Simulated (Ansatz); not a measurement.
Program: Ansatz. Geometries: PBE0-D4/def2-TZVP. ΔE: electronic, gas phase. CCSD(T)/CBS is the MP2 limit (def2-TZVPP, def2-QZVPP) plus CCSD(T) − MP2 in def2-TZVPP, frozen cores. This one scheme is used for every species. DFT in def2-TZVPP. For Br outer-core shells are correlated without core-valence functions, which leaves a few kJ/mol of doubt a bond. Scalar relativity is left out up to krypton.

Reaction (ligand exchange at the Al–C bond): `[CH3][Al]1[CH2][CH2]1` + HBr → `[Br][Al]1[CH2][CH2]1` + CH₄

`[CH3][Al]1[CH2][CH2]1`:

Z-matrix (Å, degrees):
```
C
Al 1 1.943
H 1 1.092 2 111.9
H 1 1.092 2 111.7 3 -122.3
H 1 1.095 2 109.4 3 119.0
C 2 1.905 1 155.2 3 154.7
C 2 1.905 1 155.4 3 -29.0
H 6 1.089 2 122.7 1 73.8
H 6 1.089 2 122.4 1 -77.8
H 7 1.089 2 122.4 1 -73.7
H 7 1.089 2 122.7 1 77.8
```

HBr:

```xyz
2

Br    0.511   -0.462    0.173
H    -0.511    0.462   -0.173
```

`[Br][Al]1[CH2][CH2]1`:

Z-matrix (Å, degrees):
```
C
Al 1 1.889
C 1 1.611 2 64.8
H 1 1.089 2 122.6 3 -103.6
H 1 1.089 2 122.7 3 103.6
Br 2 2.235 1 154.8 3 -180.0
H 3 1.089 1 114.2 2 -116.3
H 3 1.089 1 114.2 2 116.1
```

CH₄:

Cartesian coordinates in Å:
```
C 0.000 0.000 0.000
H 0.732 0.722 -0.360
H 0.086 -0.095 1.082
H 0.185 -0.968 -0.466
H -1.003 0.341 -0.256
```

| species | BHLYP-D4 energy (Eh) |
| --- | --- |
| `[CH3][Al]1[CH2][CH2]1` | -360.88541 |
| HBr | -2574.74895 |
| `[Br][Al]1[CH2][CH2]1` | -2895.19475 |
| CH₄ | -40.50336 |

Q: Work out ΔE.

A: ΔE = (-2895.19475) + (-40.50336) − (-360.88541) − (-2574.74895) = -0.06375 Eh = -40.0 kcal/mol. CCSD(T)/CBS gives -38.7 kcal/mol.

Largest T1 diagnostic among the species: 0.010.

From PBE to PBE0 (25 % exact exchange), in def2-TZVPP and without D4, ΔE moves by −1.1 kcal/mol. Leaving LDA and LC-ωPBE aside and taking each functional with its dispersion term where it has one, the values, not all of them listed here, spread over 3.3 kcal/mol, from BHLYP-D4 to revPBE-D4. LDA lies +1.8 kcal/mol from PBE without D4. In def2-TZVPP, CCSD(T) changes the Hartree–Fock value by +3.5 kcal/mol (the triples alone add +0.2 kcal/mol) and MP2 by +2.5 kcal/mol.
